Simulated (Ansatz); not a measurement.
Computed with Ansatz on PBE0-D4/def2-TZVP structures; ΔE is electronic, products minus reactants. CBS: MP2 limit from def2 TZ/QZ plus the TZ coupled-cluster correction, frozen cores. This one scheme is used for every species. Functionals use def2-TZVPP. B3LYP here is the variant with VWN-RPA as its local correlation; programs differ in this. HSE06 is defined as in plane-wave codes. One conformer a species, not always the lowest.

Reaction (ligand exchange at the Si–F bond): `F[Si]S` + silanol → `[SiH3]O[Si]S` + H–F

| level | ΔE (kJ/mol) | difference from CCSD(T)/CBS |
| --- | --- | --- |
| LDA (SPW92) | 23.7 | 6.9 |
| revPBE-D4 | 19.1 | 2.3 |
| BLYP-D4 | 22.2 | 5.4 |
| PBE0-D4 | 19.1 | 2.3 |
| B3LYP-D4 | 20.2 | 3.4 |
| HSE06-D4 | 19.0 | 2.2 |
| ωB97X-V | 24.3 | 7.5 |
| B2PLYP | 24.3 | 7.5 |
| PBE-QIDH | 18.1 | 1.3 |
| PBE | 28.9 | 12.1 |
| revPBE | 30.5 | 13.7 |
| BLYP | 34.0 | 17.2 |
| PBE0 | 24.6 | 7.8 |
| B3LYP | 30.0 | 13.2 |
| r2SCANh | 24.5 | 7.7 |
| r2SCAN0 | 22.7 | 5.9 |
| HSE06 | 24.4 | 7.6 |
| BHLYP | 26.9 | 10.1 |
| CAM-B3LYP | 29.5 | 12.7 |
| LC-ωPBE | 26.6 | 9.8 |
| RPA@PBE/def2-TZVPP | 19.1 | 2.3 |
| HF/def2-SVP | 18.6 | 1.8 |
| MP2/def2-SVP | 15.1 | -1.7 |
| CCSD(T)/def2-SVP | 16.9 | 0.1 |
| MP2/def2-TZVPP | 13.9 | -2.9 |
| HF/def2-QZVPP | 25.2 | 8.4 |
| HF/CBS(def2) | 25.2 | 8.4 |
| MP2/CBS(def2) | 14.0 | -2.8 |
| CCSD/CBS(def2) | 18.4 | 1.6 |
| MP2/cc-pV(D+d)Z | 14.4 | -2.4 |
| CCSD/cc-pV(D+d)Z | 17.3 | 0.5 |
| HF/cc-pV(T+d)Z | 24.7 | 7.9 |
| CCSD(T)/cc-pV(T+d)Z | 17.4 | 0.6 |
| MP2/cc-pV(Q+d)Z | 15.9 | -0.9 |
| CCSD/cc-pV(Q+d)Z | 20.2 | 3.4 |
| CCSD(T)/cc-pV(Q+d)Z | 18.6 | 1.8 |
| HF/CBS(cc) | 26.6 | 9.8 |
| MP2/CBS(cc) | 16.0 | -0.8 |
| CCSD/CBS(cc) | 20.6 | 3.8 |
| CCSD(T)/CBS(cc) | 18.9 | 2.1 |
| CCSD(T)/CBS | 16.8 | 0 |

(1) What do rigid-rotor, harmonic-oscillator terms from PBE0-D4/def2-TZVP frequencies (298.15 K, 1 bar) make of the CCSD(T)/CBS value? (Best estimate.)

Largest T1 diagnostic among the species: 0.015.

Results:

(1) Ansatz gave: ΔZPE = -3.8 kJ/mol, ΔH = +16.6 kJ/mol, ΔS = -12 J/(mol·K), ΔG = +20.1 kJ/mol.

The D4 term adds −9.8 kJ/mol with B3LYP and −5.5 kJ/mol with PBE0; it sums over pairs of atoms, weighted by their polarisabilities, and B3LYP, whose exchange is more repulsive, gets the larger term. In def2-TZVPP, CCSD(T) changes the Hartree–Fock value by −8.2 kJ/mol (the triples alone add −1.5 kJ/mol) and MP2 by −11.0 kJ/mol.
